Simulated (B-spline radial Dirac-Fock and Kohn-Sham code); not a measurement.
**Cross section and asymmetry of the 3d3/2 subshell of Ni⁺**

System: nickel as Ni⁺, 1s2 2s2 2p6 3s2 3p6 3d9. The computed 3d3/2 threshold is 16.78 eV; without correlation, outer thresholds are uncertain by 1 to 2 eV. With an open shell the threshold is an average over the terms of the final ion.

Model: Dirac-Hartree-Slater photoionisation with all multipoles and Dirac-Fock thresholds. Program: a B-spline atomic structure program. Interchannel coupling and autoionising resonances are not included, so magnitudes near threshold are approximate.

Problem. How do σ and β run from threshold to 400 eV kinetic energy?

Solution. The cross section shows no minimum in this range. Its largest value, 3.92 Mb, lies 34 eV above threshold, delayed by the centrifugal barrier of the l+1 channel. β ranges from -0.12 (at 9.0 eV) to 1.23.

```
kinetic energy (eV)  σ (Mb)      β
                1.5    2.37   0.40
                1.9    2.42   0.31
                2.3    2.49   0.22
                2.9    2.57   0.14
                3.7    2.66   0.06
                4.6    2.77  -0.01
                5.7    2.89  -0.07
                7.2    3.03  -0.11
                9.0    3.19  -0.12
               11.2    3.34  -0.11
               14.0    3.51  -0.08
               17.5    3.66  -0.03
               21.9    3.79   0.04
               27.4    3.89   0.13
               34.2    3.92   0.24
               42.8    3.86   0.35
               53.5    3.66   0.47
               66.9    3.28   0.59
               83.7    2.74   0.71
              104.7    2.11   0.82
              130.9    1.53   0.92
              163.6    1.05   1.01
              204.6   0.684   1.09
              255.8   0.424   1.16
              319.9   0.251   1.20
              400.0   0.142   1.23
```
